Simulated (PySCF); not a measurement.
## Bonding in `[SiH3]N([SiH3])[Si@H]([SiH3])Cl`

Compound: ClH10NSi4.
SMILES with atom numbers: `[SiH3:1][N:2]([SiH3:3])[Si@H:4]([SiH3:5])[Cl:6]` (hydrogens: H7, H8, H9 on Si1; H10, H11, H12 on Si3; H13 on Si4; H14, H15, H16 on Si5)

Structure used (GFN2-xTB), in Å, numbered top down from 1:
```
atom  x, y, z in Å
Si1   -1.4576   -1.3714   -0.5269
N2    -0.7247    0.0992    0.0701
Si3   -1.4492    1.6300   -0.3417
Si4    0.6593    0.0125    1.1320
Si5    2.6019   -0.1712   -0.1038
Cl6    0.3706   -1.5918    2.3361
H7    -2.1201   -1.0393   -1.7840
H8    -0.3803   -2.3367   -0.7474
H9    -2.4233   -1.8733    0.4509
H10   -2.7329    1.7741    0.3475
H11   -0.5066    2.6644    0.0815
H12   -1.6276    1.6668   -1.7917
H13    0.5457    1.1527    2.0473
H14    2.6499    0.8096   -1.1941
H15    3.7845    0.0730    0.7305
H16    2.8028   -1.4894   -0.7177
```

Bond orders from the PBE0/pcSseg-1 density (PySCF). The structure is a single GFN2-xTB conformer in the gas phase; no vibrational or solvent corrections.

Task: How far do the computed orders between heavy atoms stray from the drawn ones?

Result: The largest departure is 0.137, at Si1–N2 (drawn single, 0.863). Drawn single, order below 0.88: Si1–N2 (0.863) and N2–Si4 (0.873).

Task: Give the Mayer order of every bond, beside its length.

Result: 
```json
{"bond": "Si1–N2", "drawn as": "single", "length (Å)": "1.748", "Mayer order": "0.863"}
{"bond": "N2–Si3", "drawn as": "single", "length (Å)": "1.743", "Mayer order": "0.887"}
{"bond": "N2–Si4", "drawn as": "single", "length (Å)": "1.747", "Mayer order": "0.873"}
{"bond": "Si4–Si5", "drawn as": "single", "length (Å)": "2.310", "Mayer order": "0.899"}
{"bond": "Si4–Cl6", "drawn as": "single", "length (Å)": "2.027", "Mayer order": "0.961"}
{"bond": "Si1–H7", "drawn as": "single", "length (Å)": "1.459", "Mayer order": "0.932"}
{"bond": "Si1–H8", "drawn as": "single", "length (Å)": "1.463", "Mayer order": "0.933"}
{"bond": "Si1–H9", "drawn as": "single", "length (Å)": "1.463", "Mayer order": "0.942"}
{"bond": "Si3–H10", "drawn as": "single", "length (Å)": "1.464", "Mayer order": "0.929"}
{"bond": "Si3–H11", "drawn as": "single", "length (Å)": "1.462", "Mayer order": "0.937"}
{"bond": "Si3–H12", "drawn as": "single", "length (Å)": "1.461", "Mayer order": "0.940"}
{"bond": "Si4–H13", "drawn as": "single", "length (Å)": "1.467", "Mayer order": "0.923"}
{"bond": "Si5–H14", "drawn as": "single", "length (Å)": "1.467", "Mayer order": "0.926"}
{"bond": "Si5–H15", "drawn as": "single", "length (Å)": "1.468", "Mayer order": "0.926"}
{"bond": "Si5–H16", "drawn as": "single", "length (Å)": "1.468", "Mayer order": "0.937"}
```

Bonds between the same two heavy elements. N–Si: lowest Si1–N2 (0.863, 1.748 Å), highest N2–Si3 (0.887, 1.743 Å).

Task: Sum the orders of all bonds at each heavy atom with more than one neighbour and set the sums beside the valence in the SMILES.

Result: Si1 3.670 (drawn 4), N2 2.623 (drawn 3), Si3 3.693 (drawn 4), Si4 3.656 (drawn 4), Si5 3.688 (drawn 4). Orders between atoms that aren't bonded are not in these sums.

Mayer orders depend on the basis set.

These values come from a run that also computed NMR shieldings. On one thread of an Arm Neoverse N1, shared host with 64 logical CPUs at a one-minute load of 60, this took 53 s of wall time and 0.90 GiB of memory at its peak.
